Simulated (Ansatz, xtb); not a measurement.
**Ranking isomers of C3H10GeSi**

3 gas-phase structures of C3H10GeSi, from a drawn sample of its isomers (lower ones may exist). Each was relaxed with GFN2-xTB:

A. `[SiH3][C]1([GeH3])CC1`, a singlet
B. `[SiH3][C@@H]1C[C@H]1[GeH3]`, a singlet
C. `[SiH3][C@@H]1C[C@@H]1[GeH3]`, a singlet

Problem. Make a reasoned guess at their ranking by r2SCAN-D4/def2-SVP single-point energy.

Solution. Calculated order at r2SCAN-D4/def2-SVP: A (0.0), B (1.1), C (2.8) kcal/mol.

Energies above the lowest of each column, in kcal/mol; the last columns are at PBE-D3(BJ)/def2-SVP geometries:

```
structure  GFN2-xTB  HF/STO-3G  r2SCAN-D4/def2-SVP  PBE-D3(BJ)/def2-SVP  CCSD(T)/def2-SVP + ΔMP2/def2-TZVPP
        A       1.3        2.6                 0.0                  0.0                                 0.0
        B       0.0        0.0                 1.1                  0.8                                 1.4
        C       0.8        2.1                 2.8                  2.3                                 3.2
```

CCSD(T)/def2-SVP + ΔMP2/def2-TZVPP puts A lowest; GFN2-xTB picks B, HF/STO-3G picks B. ΔMP2 is the change of the MP2 energy from the smaller to the larger basis.

Programs: Ansatz 0.2.0, xtb 6.7.1.
